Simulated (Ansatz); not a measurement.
Cost and result up the ladder for cis-Ti(PH3)2Br4 (TiP2H6Br4) (13 atoms). The state is a singlet with charge 0. Geometry: PBE-D4/def2-SVP.

```xyz
13

Br   -3.1290   -0.0347    1.1170
Br   -1.9453   -1.3887   -2.3080
Br   -0.2897   -2.3357    0.8244
Br   -1.0393    1.9645   -1.1371
P     1.1381   -0.4527   -1.4369
P     0.0508    0.7848    1.7165
Ti   -1.2281   -0.3442   -0.2884
H     2.2909    0.0672   -0.7594
H     1.3204    0.2241   -2.6839
H     1.6719   -1.7350   -1.7794
H    -0.3190    2.1138    2.0956
H     1.4691    0.9875    1.6423
H     0.0092    0.1493    2.9974
```

Ansatz on 4 threads of Arm Neoverse V2 on a shared host. Times are rough, and most runs start from the orbitals of an earlier one. No level here is sound enough to serve as a yardstick. Binding counts from free atoms at the same level (Br doublet, P quartet, Ti triplet, H doublet; other spins of the atoms weren't run), without zero-point energy or a counterpoise term.

Correlated methods freeze 51 core orbitals; core or outer-core shells of Br, Ti are correlated, in sets that lack core-valence functions. The rows differ in basis, and correlated rows in double-zeta sets carry the largest basis error. No other spin state of charge 0 was run.

Correlated methods converge slowly with the basis, most of all in double-zeta sets.

```tsv
level	functions	wall time	binding energy per atom (eV)	remarks
HF/STO-3G	114	1.5 s	3.22	–
PBE-D4/def2-SVP	225	4.1 s	3.01	–
PBE0-D4/def2-SVP	225	9 s	2.87	–
MP2/def2-SVP	225	11 s	2.71	test for broken spin undecided
PBE0-D4/def2-TZVP	347	21 s	2.87	–
B97M-V/def2-TZVP	347	42 s	2.91	–
```
